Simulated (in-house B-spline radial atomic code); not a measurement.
# Ionising the scandium ion Sc³⁺ with different functionals

Computed with an all-electron radial atomic-structure program (B-spline basis): four-component Dirac-Coulomb Hamiltonian, Fermi nucleus of rms radius 3.5459 fm, spin-restricted, spherical fractional occupations for the functionals, and exact exchange of hybrids averaged over the configuration. The ionisation energy is the difference of two self-consistent energies, [Ne] 3s2 3p6 → [Ne] 3s2 3p5, without Breit or QED terms; ε is the level of the shell that loses the electron (mean over j). The electron is taken from both j subshells in proportion to 2j + 1, so the result is a j average, not the step between ground levels.

| method | rung | ΔSCF (eV) | -ε(3p) (eV) |
| --- | --- | --- | --- |
| BHandHLYP | global hybrid | ? | ? |
| PBE0 | global hybrid | 73.88 | 67.19 |
| wB97X | range-separated hybrid | 73.78 | 69.69 |
| HSE06 | range-separated hybrid | ? | ? |

(1) What does HSE06 give?

(2) What does BHandHLYP give?

(3) Among the functionals, which spreads more, the ΔSCF values or the orbital energies?

(4) How do they compare with the NIST value?

## Answers

(1) ΔSCF 73.86 eV, and -ε(3p) = 66.76 eV.

(2) ΔSCF 73.68 eV, and -ε(3p) = 69.60 eV.

(3) The orbital energies: ΔSCF values span about 0.20 eV and the orbital energies 2.93 eV; here energy differences depend much less on the functional than eigenvalues do.

(4) NIST lists 73.489 eV (measured, ground level to ground level). Errors run from +0.19 to +0.39 eV; BHandHLYP is closest (+0.19 eV), but part of that can be cancellation, since the calculations leave out Breit-QED terms, spin polarisation, the choice among j levels, multiplet and fine-structure energies.
